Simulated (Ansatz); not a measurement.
Reaction (ligand exchange at a B–O bond): `NBO[SiH2]F` + `OC[SiH2]F` → `NBOC[SiH2]F` + `O[SiH2]F`

Program: Ansatz. Geometries: PBE0-D4/def2-TZVP. ΔE: electronic, gas phase. CCSD(T)/CBS adds triple-zeta CCSD(T) − MP2 to the extrapolated MP2 energy (def2 sets, frozen cores). DFT in def2-TZVPP. B3LYP here is the variant with VWN-RPA as its local correlation; programs differ in this. One conformer a species, not always the lowest.

`NBO[SiH2]F`:

Z-matrix (Å, degrees):
```
Si
F 1 1.594
O 1 1.625 2 109.4
H 1 1.476 2 107.3 3 117.2
H 1 1.480 2 107.3 3 -120.6
B 3 1.377 1 132.5 2 -94.5
N 6 1.392 3 119.1 1 175.4
H 6 1.200 3 120.8 1 -5.0
H 7 1.003 6 122.6 3 179.9
H 7 1.006 6 122.7 3 -0.8
```

`OC[SiH2]F`:

```xyz
9

O    -0.438   -0.841   -1.461
C     0.480   -0.026   -0.744
Si   -0.028    0.161    1.053
F    -1.537    0.717    1.036
H    -1.311   -0.445   -1.396
H     0.609    0.957   -1.221
H     1.453   -0.523   -0.800
H     0.820    1.144    1.776
H    -0.048   -1.143    1.757
```

`NBOC[SiH2]F`:

Cartesian coordinates in Å:
```
N -1.991 1.291 -0.350
B -1.615 0.444 0.699
O -0.421 -0.226 0.729
C 0.518 -0.092 -0.326
Si 1.983 -1.162 0.160
F 3.091 -1.052 -0.995
H -1.429 1.480 -1.162
H -2.872 1.771 -0.347
H -2.348 0.276 1.629
H 0.095 -0.425 -1.283
H 0.829 0.954 -0.453
H 2.584 -0.679 1.425
H 1.576 -2.582 0.275
```

`O[SiH2]F`:

Z-matrix (Å, degrees):
```
Si
F 1 1.596
O 1 1.630 2 111.0
H 1 1.482 2 106.0 3 121.4
H 1 1.474 2 108.2 3 -116.3
H 3 0.958 1 119.1 2 71.8
```

```json
{"level": "PBE-D4", "ΔE (kJ/mol)": "1.8", "difference from CCSD(T)/CBS": "1.9"}
{"level": "r2SCAN-D4", "ΔE (kJ/mol)": "2.1", "difference from CCSD(T)/CBS": "2.2"}
{"level": "PBE0-D4", "ΔE (kJ/mol)": "2.3", "difference from CCSD(T)/CBS": "2.4"}
{"level": "B3LYP-D4", "ΔE (kJ/mol)": "2.2", "difference from CCSD(T)/CBS": "2.3"}
{"level": "ωB97X-V", "ΔE (kJ/mol)": "1.3", "difference from CCSD(T)/CBS": "1.4"}
{"level": "ωB97M-V", "ΔE (kJ/mol)": "1.1", "difference from CCSD(T)/CBS": "1.2"}
{"level": "B2PLYP", "ΔE (kJ/mol)": "1.4", "difference from CCSD(T)/CBS": "1.5"}
{"level": "PBE", "ΔE (kJ/mol)": "2.7", "difference from CCSD(T)/CBS": "2.8"}
{"level": "r2SCAN", "ΔE (kJ/mol)": "2.5", "difference from CCSD(T)/CBS": "2.6"}
{"level": "PBE0", "ΔE (kJ/mol)": "3.1", "difference from CCSD(T)/CBS": "3.2"}
{"level": "B3LYP", "ΔE (kJ/mol)": "3.5", "difference from CCSD(T)/CBS": "3.6"}
{"level": "HF/def2-TZVPP", "ΔE (kJ/mol)": "6.0", "difference from CCSD(T)/CBS": "6.1"}
{"level": "MP2/def2-TZVPP", "ΔE (kJ/mol)": "-1.7", "difference from CCSD(T)/CBS": "-1.6"}
{"level": "SCS-MP2/def2-TZVPP", "ΔE (kJ/mol)": "0.2", "difference from CCSD(T)/CBS": "0.3"}
{"level": "CCSD/def2-TZVPP", "ΔE (kJ/mol)": "0.9", "difference from CCSD(T)/CBS": "1.0"}
{"level": "CCSD(T)/def2-TZVPP", "ΔE (kJ/mol)": "-0.1", "difference from CCSD(T)/CBS": "0.0"}
{"level": "HF/def2-QZVPP", "ΔE (kJ/mol)": "6.4", "difference from CCSD(T)/CBS": "6.5"}
{"level": "MP2/def2-QZVPP", "ΔE (kJ/mol)": "-1.5", "difference from CCSD(T)/CBS": "-1.4"}
{"level": "SCS-MP2/def2-QZVPP", "ΔE (kJ/mol)": "0.3", "difference from CCSD(T)/CBS": "0.4"}
{"level": "HF/CBS(def2)", "ΔE (kJ/mol)": "6.4", "difference from CCSD(T)/CBS": "6.5"}
{"level": "MP2/CBS(def2)", "ΔE (kJ/mol)": "-1.7", "difference from CCSD(T)/CBS": "-1.6"}
{"level": "CCSD/CBS(def2)", "ΔE (kJ/mol)": "0.9", "difference from CCSD(T)/CBS": "1.0"}
{"level": "CCSD(T)/CBS", "ΔE (kJ/mol)": "-0.1", "difference from CCSD(T)/CBS": "0"}
```

Largest T1 diagnostic among the species: 0.012.

In def2-TZVPP, CCSD(T) changes the Hartree–Fock value by −6.1 kJ/mol (the triples alone add −1.0 kJ/mol) and MP2 by −7.7 kJ/mol.
